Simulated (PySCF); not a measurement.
# BiO: one state, many levels of theory

State: ²Π (doublet), unpaired electrons π ↑. Set-up: Bi aug-cc-pVDZ-PP with ECP60, O aug-cc-pVDZ; scalar-relativistic core potentials (PySCF 2.14). De refers to Bi + O in their high-spin ground configurations, without counterpoise correction. The functionals are run spin-unrestricted. A positive dipole means Bi(−)O(+). Levels whose curve was spin-contaminated or gave no clean fit are not listed.

| Level | Re (Å) | ωe (cm⁻¹) | De (eV) | μ (D) |
| --- | --- | --- | --- | --- |
| UHF | 1.886 | 871 | -0.88 | -5.08 |
| PBE | 1.965 | 717 | 4.13 | -3.86 |
| M06-L | 1.953 | 737 | 3.93 | -3.98 |
| TPSSh | 1.945 | 751 | 3.39 | -4.01 |

These are scalar-relativistic numbers at best; spin–orbit coupling would shift them, the dissociation energy most. A negative De means that the minimum lies above the separated atoms at that level. The state was picked by a PBE0 search and need not be the measured ground state.

The whole job (state search and all levels along the bond) took about 2.9 min on 1 thread of Intel Xeon Platinum 8259CL @ 2.50GHz (shared host), peak memory 0.66 GiB.
